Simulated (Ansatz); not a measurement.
Consider the hydrogenolysis of a Ga–C bond: `[CH3][GaH][SiH3]` + H₂ → `[SiH3][GaH2]` + CH₄.

Program: Ansatz. Geometries: PBE0-D4/def2-TZVP. ΔE: electronic, gas phase. CBS: MP2 limit from def2 TZ/QZ plus the TZ coupled-cluster correction, frozen cores. This one scheme is used for every species. DFT in def2-TZVPP. For Ga outer-core shells are correlated without core-valence functions, which leaves a few kJ/mol of doubt a bond. Scalar relativity is left out up to krypton.

`[CH3][GaH][SiH3]`:

Cartesian coordinates in Å:
```
C -1.140 -0.310 1.492
Ga -0.376 -0.734 -0.275
Si 1.289 0.702 -1.282
H -0.814 0.655 1.879
H -0.847 -1.087 2.206
H -2.232 -0.323 1.442
H -0.873 -2.041 -1.007
H 2.475 0.824 -0.384
H 1.775 0.234 -2.610
H 0.741 2.079 -1.461
```

H₂:

```xyz
2

H     0.322   -0.177   -0.065
H    -0.322    0.177    0.065
```

`[SiH3][GaH2]`:

Z-matrix (Å, degrees):
```
Si
Ga 1 2.414
H 1 1.492 2 109.0
H 1 1.490 2 111.6 3 -118.4
H 1 1.489 2 113.0 3 119.6
H 2 1.573 1 121.6 3 -101.9
H 2 1.573 1 120.2 3 77.0
```

CH₄:

```xyz
5

C     0.000    0.000    0.000
H    -0.955   -0.011    0.524
H     0.315   -1.023   -0.201
H     0.748    0.496    0.618
H    -0.108    0.538   -0.941
```

| species | BLYP energy (Eh) |
| --- | --- |
| `[CH3][GaH][SiH3]` | -2256.70272 |
| H₂ | -1.16959 |
| `[SiH3][GaH2]` | -2217.38647 |
| CH₄ | -40.50161 |

Task: Work out ΔE.

Result: ΔE = (-2217.38647) + (-40.50161) − (-2256.70272) − (-1.16959) = -0.01577 Eh = -0.43 eV. CCSD(T)/CBS gives -0.31 eV.

Largest T1 diagnostic among the species: 0.013.

Leaving LDA and LC-ωPBE aside and taking each functional with its dispersion term where it has one, the values, not all of them listed here, spread over 0.20 eV, from B97M-V to revPBE-D4. From BLYP to BHLYP (50 % exact exchange), in def2-TZVPP and without D4, ΔE moves by −0.07 eV.
